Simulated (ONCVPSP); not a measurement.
# Before and after: ONCV potential for Ce

cerium (Ce), optimised norm-conserving Vanderbilt (ONCV), made with ONCVPSP 4.0.1 (PBEsol, scalar-relativistic). Core [Kr] 4d10, reference 4f1 5s2 5p6 5d1 6s1.75 (charge +0.25). Waves: 5s+6s: rc 2.85 bohr, ncon 3, nbas 6, qcut 4.6 1/bohr, 2 projectors; 5p: rc 1.70 bohr, ncon 4, nbas 8, qcut 5 1/bohr, 2 projectors, debl 2.7 Ha; 5d: rc 2.65 bohr, ncon 4, nbas 9, qcut 4.1 1/bohr, 1 projector; 4f: rc 1.20 bohr, ncon 4, nbas 9, qcut 12.4 1/bohr, local. Local part: the f channel. Core correction: polynomial model core, fcfact 0.6.

All-electron outer shells of the reference configuration (PBEsol, scalar-relativistic, ld1.x):

```tsv
shell	level (eV)	outermost node (bohr)	outermost maximum (bohr)
4d	-111.78	0.31	0.66
5s	-41.99	0.75	1.37
5p	-24.60	0.81	1.55
4f	-6.80	–	0.71
6s	-4.91	1.81	3.68
5d	-4.37	0.92	2.15
```

Change: s: qcut 3; p: qcut 3.3; d: qcut 2.7; f: qcut 8.2.

Cutoffs: the cutoffs (Ha) at which the residual kinetic energy of the hardest occupied pseudo-wave falls to 1 and 0.1 mHa per electron; they do not see the model core or the augmentation charge, which bear on the density cutoff. Errors are all-electron minus pseudo energies relative to the spin-unpolarised reference configuration.

Problem. What does the change do?

Solution. The potential gets harder (72 Ha and 131 Ha → 256 Ha and 371 Ha); the bound ghosts move from d, p, s to p, s; the lowest positive-energy flag moves from none to s at 9.6 eV; of the 4 tests that both files solve, the error grows in 1 and shrinks in 1 by more than 15 % and 0.3 meV (median size 2.9 → 3.6 meV); the range in which the s phases agree narrows (upper end 1.6 → 0.1); the range in which the d phases agree narrows (upper end at the end of the scan → 0.7).

```csv
quantity,base,changed
"cutoff, loose",72 Ha,256 Ha
"cutoff, tight",131 Ha,371 Ha
loose cutoff by channel,"s 5.7 Ha, p 17 Ha, d 6.1 Ha, f 72 Ha","s 3.1 Ha, p 59 Ha, d 20 Ha, f 256 Ha"
bound ghosts,"s, p, d","s, p"
GHOST(+) flags under 300 eV,none,"s at 9.6 eV, d at 30.5 eV, p at 186.7 eV"
"error for 4f1 5s2 5p6 5d1 6s2, meV [ΔE -1.08 eV]",+0.2,+0.2
"error for 4f1 5s2 5p6 5d1 6s1, meV [ΔE 5.02 eV]",-1.6,-1.2
"error for 4f1 5s2 5p6 5d1 6s0, meV [ΔE 16.06 eV]",-9.2,-10
"error for 4f1 5s2 5p6 5d0 6s0, meV [ΔE 35.19 eV]",-4.2,+6.0
s: phases at 2.89 bohr within 0.05 rad from the reference energy up to (Ha; the scan ends near 5),1.6,0.1
p: phases at 1.73 bohr within 0.05 rad from the reference energy up to (Ha; the scan ends near 5),4.9,4.5
d: phases at 2.69 bohr within 0.05 rad from the reference energy up to (Ha; the scan ends near 5),to the end of the scan,0.7
f: phases at 1.22 bohr within 0.05 rad from the reference energy up to (Ha; the scan ends near 5),1.7,1.0
"rms error of d²Exc/dni dnj with the model core, mHa",2.02,2.60
```

 A true bound ghost makes a file unfit for plane-wave use even where its test errors are small: the radial tests pick states by their node count and pass the ghost by.
